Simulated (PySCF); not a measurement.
Compound: CH8OSSi2.
Numbering: `[CH3:1][S:2][Si@@H:3]([OH:4])[SiH3:5]` (hydrogens: H6, H7, H8 on C1; H9 on Si3; H10 on O4; H11, H12, H13 on Si5)

The same species was optimised twice, with GFN2-xTB and with PBE0-D3(BJ)/def2-SVP (PySCF), and the same property calculations (PySCF, gas phase) were run on both structures.

```csv
coordinate,GFN2-xTB,PBE0-D3(BJ)/def2-SVP,change
Si3–O4 (Å),1.623,1.665,+0.042
Si5–H13 (Å),1.463,1.496,+0.033
Si3–H9 (Å),1.470,1.502,+0.032
Si3–Si5 (Å),2.306,2.335,+0.029
Si5–H11 (Å),1.465,1.494,+0.029
Si5–H12 (Å),1.470,1.498,+0.028
S2–Si3 (Å),2.168,2.153,-0.015
C1–H6 (Å),1.086,1.099,+0.013
C1–H8 (Å),1.086,1.099,+0.013
C1–H7 (Å),1.085,1.098,+0.013
O4–H10 (Å),0.955,0.963,+0.008
C1–S2 (Å),1.815,1.823,+0.008
Si5–Si3–H9 (°),118.9,111.8,-7.1
Si3–O4–H10 (°),122.4,115.9,-6.5
Si3–Si5–H11 (°),113.7,109.4,-4.3
S2–Si3–Si5 (°),114.0,109.8,-4.2
O4–Si3–H9 (°),109.4,112.8,+3.4
S2–Si3–H9 (°),102.6,105.9,+3.3
Si3–Si5–H12 (°),110.8,107.7,-3.1
S2–Si3–O4 (°),106.4,109.4,+3.0
C1–S2–Si3–O4 (°),179,156,-23
```

Rotational constants: A = 2999, B = 1645, C = 1177 MHz (GFN2-xTB) against A = 2956, B = 1570, C = 1174 MHz (PBE0-D3(BJ)/def2-SVP). Point groups within 0.08 Å: C1 and C1.

On the GFN2-xTB structure: lowest singlet, TDDFT (eV) 4.72 [PBE0/def2-SVPD]; lowest triplet, Tamm–Dancoff (eV) 4.42 [PBE0/def2-SVPD]; isotropic polarisability (au) 94.3 [PBE0/def2-SVPD]; HOMO (eV) -6.74 [PBE0/def2-SVPD]; LUMO (eV) -0.69 [PBE0/def2-SVPD]; dipole (D) 1.14 [PBE0/def2-SVPD]; HOMO (eV) -6.76 [PBE0/pcSseg-1]; LUMO (eV) -0.56 [PBE0/pcSseg-1]; dipole (D) 1.13 [PBE0/pcSseg-1]; GIAO shielding of C1 (ppm) 176.9 [PBE0/pcSseg-1]; GIAO shielding of S2 (ppm) 689.1 [PBE0/pcSseg-1]; GIAO shielding of Si3 (ppm) 338.1 [PBE0/pcSseg-1]; GIAO shielding of O4 (ppm) 312.3 [PBE0/pcSseg-1]; GIAO shielding of Si5 (ppm) 472.7 [PBE0/pcSseg-1].

Problem. What do these properties become on the PBE0-D3(BJ)/def2-SVP structure?

Solution. 
```json
{"property": "lowest singlet, TDDFT (eV)", "level": "PBE0/def2-SVPD", "on GFN2-xTB": "4.72", "on PBE0-D3(BJ)/def2-SVP": "5.02", "change": "+0.30"}
{"property": "lowest triplet, Tamm–Dancoff (eV)", "level": "PBE0/def2-SVPD", "on GFN2-xTB": "4.42", "on PBE0-D3(BJ)/def2-SVP": "4.67", "change": "+0.25"}
{"property": "isotropic polarisability (au)", "level": "PBE0/def2-SVPD", "on GFN2-xTB": "94.3", "on PBE0-D3(BJ)/def2-SVP": "96.7", "change": "+2.4"}
{"property": "HOMO (eV)", "level": "PBE0/def2-SVPD", "on GFN2-xTB": "-6.74", "on PBE0-D3(BJ)/def2-SVP": "-6.87", "change": "-0.13"}
{"property": "LUMO (eV)", "level": "PBE0/def2-SVPD", "on GFN2-xTB": "-0.69", "on PBE0-D3(BJ)/def2-SVP": "-0.56", "change": "+0.13"}
{"property": "dipole (D)", "level": "PBE0/def2-SVPD", "on GFN2-xTB": "1.14", "on PBE0-D3(BJ)/def2-SVP": "1.95", "change": "+0.81"}
{"property": "energy, GFN2-xTB geometry as zero (kcal/mol)", "level": "PBE0/def2-SVPD", "on GFN2-xTB": "0.0", "on PBE0-D3(BJ)/def2-SVP": "-4.5", "change": "-4.5"}
{"property": "HOMO (eV)", "level": "PBE0/pcSseg-1", "on GFN2-xTB": "-6.76", "on PBE0-D3(BJ)/def2-SVP": "-6.89", "change": "-0.13"}
{"property": "LUMO (eV)", "level": "PBE0/pcSseg-1", "on GFN2-xTB": "-0.56", "on PBE0-D3(BJ)/def2-SVP": "-0.38", "change": "+0.18"}
{"property": "dipole (D)", "level": "PBE0/pcSseg-1", "on GFN2-xTB": "1.13", "on PBE0-D3(BJ)/def2-SVP": "2.02", "change": "+0.89"}
{"property": "energy, GFN2-xTB geometry as zero (kcal/mol)", "level": "PBE0/pcSseg-1", "on GFN2-xTB": "0.0", "on PBE0-D3(BJ)/def2-SVP": "-4.2", "change": "-4.2"}
{"property": "GIAO shielding of C1 (ppm)", "level": "PBE0/pcSseg-1", "on GFN2-xTB": "176.9", "on PBE0-D3(BJ)/def2-SVP": "171.5", "change": "-5.4"}
{"property": "GIAO shielding of S2 (ppm)", "level": "PBE0/pcSseg-1", "on GFN2-xTB": "689.1", "on PBE0-D3(BJ)/def2-SVP": "677.2", "change": "-11.9"}
{"property": "GIAO shielding of Si3 (ppm)", "level": "PBE0/pcSseg-1", "on GFN2-xTB": "338.1", "on PBE0-D3(BJ)/def2-SVP": "330.5", "change": "-7.6"}
{"property": "GIAO shielding of O4 (ppm)", "level": "PBE0/pcSseg-1", "on GFN2-xTB": "312.3", "on PBE0-D3(BJ)/def2-SVP": "292.7", "change": "-19.6"}
{"property": "GIAO shielding of Si5 (ppm)", "level": "PBE0/pcSseg-1", "on GFN2-xTB": "472.7", "on PBE0-D3(BJ)/def2-SVP": "461.3", "change": "-11.4"}
```

The heavy atoms differ by 0.188 Å rms after alignment. Among all bonds Si3–O4 changes most (+0.042 Å). Changes are differences of the printed values. Neither structure is proved a minimum here.

Shape of the structure used: `[CH3:1][S:2][Si@@H:3]([OH:4])[SiH3:5]`: C1–S2–Si3–O4 156°, H–O4–Si3–S2 -57°.
